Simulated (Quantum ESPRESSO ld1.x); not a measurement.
Results of a calculation; reference values are marked as such.
Q: These are the eigenvalues of the occupied orbitals of an atom or ion with whole-number occupations (eV). Code: ld1.x of Quantum ESPRESSO 7.5. Model: scalar-relativistic Kohn-Sham, LDA (Slater exchange, Perdew-Zunger correlation), spin-polarised, spherical densities, point nucleus.

orbital  eigenvalue
1s       -27751.316
2s        -4181.381
2p        -3758.423
3s         -817.088
3p         -678.563
3d         -462.815
4s         -149.252
4p         -107.819
4d          -48.125

Which element is it, and in what charge state? The configuration may be excited. Open shells, if any, are filled with parallel spins first.

A: Z = 49, indium, charge +3: In3+ in [Kr] 4d10. The list shows which subshells hold electrons but not how many an open one holds; the 1s level, -1019.8 hartree, gives Z - s = 45.2 by -(Z - s)^2/2, which with screening and relativity narrows Z to a few neighbours, and the depths of the outer levels then fix element, charge and occupations together.
